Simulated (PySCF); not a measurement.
A PySCF script (with the pyscf-properties extension) for the NMR shieldings of [C₇H₇O]+, on a GFN2-xTB geometry:

```python
import basis_set_exchange as bse
import numpy as np
from pyscf import gto, dft
from pyscf.prop import nmr

atoms = """
O    -2.782716    1.532696    0.911880
C    -2.699642    0.557364    0.323881
C    -2.766791   -0.664377   -0.361849
C    -1.365957   -0.179620   -0.476625
C    -0.182674    0.060467   -0.688455
C     1.155701    0.379871   -0.870982
C     2.035468    0.599129    0.364942
C     2.218666   -0.630489   -0.423794
H    -2.903065   -1.571038    0.227861
H    -3.332758   -0.692779   -1.293283
H     1.366931    0.972291   -1.752856
H     1.556244    0.533523    1.329781
H     2.756271    1.397553    0.279284
H     3.071770   -0.719174   -1.078399
H     1.868139   -1.567429   -0.018954
"""
names = dict.fromkeys(["O", "C", "H"], "pcSseg-1")
basis = {el: gto.basis.parse(bse.get_basis(n, elements=[el], fmt="nwchem")) for el, n in names.items()}
mol = gto.M(atom=atoms, basis=basis, charge=1, verbose=0)
mf = dft.RKS(mol, xc="PBE0")
mf.grids.level = 2
mf.grids.alignment = dft.numint.BLKSIZE   # the property module wants whole blocks of grid points
mf.conv_tol = 1e-9
mf.kernel()

calc = nmr.RKS(mf)   # GIAO
C = mf.mo_coeff
Co = C[:, mf.mo_occ > 0]
resp = mf.gen_response(singlet=True, hermi=2)
def vind(x):   # induced exchange potential for any number of trial vectors
    d = np.einsum("pi,xij,qj->xpq", C, 2 * x.reshape(-1, C.shape[1], Co.shape[1]), Co, optimize=True)
    return np.einsum("xpq,pi,qj->xij", resp(d - d.transpose(0, 2, 1)), C, Co, optimize=True).ravel()
mo1, _ = nmr.rhf.solve_mo1(calc, with_cphf=vind)
sigma = calc.kernel(mo1)
for i, s in enumerate(sigma):   # ppm
    w = np.linalg.eigvalsh((s + s.T) / 2)
    print("%2d %-2s iso %8.1f  s11 %8.1f  s22 %8.1f  s33 %8.1f" % (i, mol.atom_pure_symbol(i), w.mean(), *w))
```

Question: What does it print?

Answer: 
```
 0 O  iso   -131.0  s11   -335.8  s22   -199.7  s33    142.6
 1 C  iso     23.1  s11    -87.1  s22      4.6  s33    151.8
 2 C  iso    175.7  s11    164.6  s22    178.9  s33    183.6
 3 C  iso    140.3  s11     34.4  s22    132.7  s33    253.7
 4 C  iso     13.6  s11   -112.8  s22    -32.1  s33    185.7
 5 C  iso    175.0  s11    130.8  s22    167.8  s33    226.2
 6 C  iso    158.1  s11    127.6  s22    165.5  s33    181.2
 7 C  iso    158.6  s11    128.7  s22    166.7  s33    180.5
 8 H  iso     27.0  s11     22.5  s22     24.7  s33     33.9
 9 H  iso     26.9  s11     22.5  s22     24.4  s33     33.9
10 H  iso     29.1  s11     21.9  s22     26.6  s33     39.0
11 H  iso     29.6  s11     24.8  s22     27.0  s33     37.0
12 H  iso     29.1  s11     24.2  s22     24.7  s33     38.2
13 H  iso     29.4  s11     24.2  s22     24.9  s33     39.0
14 H  iso     29.4  s11     24.5  s22     26.9  s33     36.8
```

These numbers come from an equivalent density-fitted implementation of the same equations, which agrees with the script to about 0.01 ppm for H and up to a few tenths of a ppm for heavy atoms, so last digits may differ.

Size and cost of the density-fitted run: 171 basis functions, 22 s wall time on 1 thread of an x86-64 server CPU, shared host.
